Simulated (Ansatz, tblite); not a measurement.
Removing and adding an electron: trans-NiH2(PH3)2 (NiP2H8). The state is a singlet with charge 0. Geometry: PBE-D4/def2-SVP. Ansatz, gas phase; energy differences of separate SCF runs; the oxidised species was run as a doublet alone; the reduced species was run as a doublet alone.

```
atom   x (Å)   y (Å)   z (Å)
 Ni1  -0.073  -0.036  -0.149
  H2  -0.719  -0.346  -1.477
  P3  -1.896   0.229   0.840
  H4  -2.125   1.480   1.506
  H5  -2.168  -0.608   1.974
  H6  -3.198   0.122   0.242
  H7   0.581   0.276   1.194
  P8   1.874  -0.239  -0.885
  H9   2.741  -1.188  -0.246
 H10   2.754   0.889  -0.764
 H11   2.230  -0.578  -2.235
```

The xTB rows come from tblite. HSE06 is defined as in plane-wave codes, on full-range PBE exchange. HOMO above LUMO, or a gap near zero within one spin, warns that the state may not be the lowest or that an electron is smeared out.

**Question.** Estimate orbital energies and vertical ionisation energies and electron affinities at: GFN1-xTB; GFN2-xTB; PBE-D4/def2-TZVP; PBE-D4/def2-TZVPD; r2SCAN-D4/def2-TZVP; r2SCAN-D4/def2-TZVPD; B97M-V/def2-TZVP; r2SCANh-D4/def2-TZVP; PBE0-D4/def2-TZVP; PBE0-D4/def2-TZVPD; HSE06-D4/def2-TZVP; ωB97X-V/def2-TZVP.

**Answer.** 
```csv
level,−HOMO (eV),vertical IE (eV),−LUMO (eV),vertical EA (eV),HOMO–LUMO gap (eV),IE − EA (eV),remarks
GFN1-xTB,9.67,13.20,6.91,3.92,2.76,9.27,–
GFN2-xTB,9.58,12.82,6.59,4.22,2.99,8.61,–
PBE-D4/def2-TZVP,4.60,8.14,1.65,–,2.95,–,gap within one spin near zero (+1 doublet)
PBE-D4/def2-TZVPD,4.66,–,1.78,-0.14,2.87,–,HOMO above zero (-1 doublet)
r2SCAN-D4/def2-TZVP,4.68,7.79,1.40,–,3.28,–,–
r2SCAN-D4/def2-TZVPD,4.72,–,1.48,-0.36,3.24,–,HOMO above zero (-1 doublet)
B97M-V/def2-TZVP,4.83,7.78,1.58,–,3.25,–,–
r2SCANh-D4/def2-TZVP,5.39,7.58,0.99,–,4.40,–,–
PBE0-D4/def2-TZVP,6.38,7.56,0.58,–,5.81,–,–
PBE0-D4/def2-TZVPD,6.42,–,0.83,-0.38,5.59,–,HOMO above zero (-1 doublet)
HSE06-D4/def2-TZVP,5.97,7.55,0.95,–,5.02,–,–
ωB97X-V/def2-TZVP,8.88,7.66,-1.43,–,10.31,–,–
```

Relaxing the reduced species (PBE-D4/def2-SVPD) changes its energy by -0.51 eV at PBE-D4/def2-TZVPD, so the adiabatic electron affinity to this nearest minimum is 0.37 eV. At PBE0-D4/def2-TZVPD it is 0.24 eV. The highest occupied level of the relaxed charge -1 doublet lies above zero (up to 1.02 eV). By energy differences its removal costs 0.37 eV (each at its own geometry, to the charge 0 singlet, at PBE-D4/def2-TZVPD); the vertical value is larger still, so the positive level points to self-interaction error.  Run but left out: PBE-QIDH/def2-TZVP (singlet: restricted singlet, unstable in another Hartree–Fock run and untested here).   A HOMO above zero means that the electron is unbound at that level or that self-interaction error raises the level; the energy of removing that electron tells which. Raw xTB energy differences between charge states are shifted by several eV; the methods need an empirical correction for them. A negative affinity means that the extra electron isn't bound; its size then hangs on the basis.
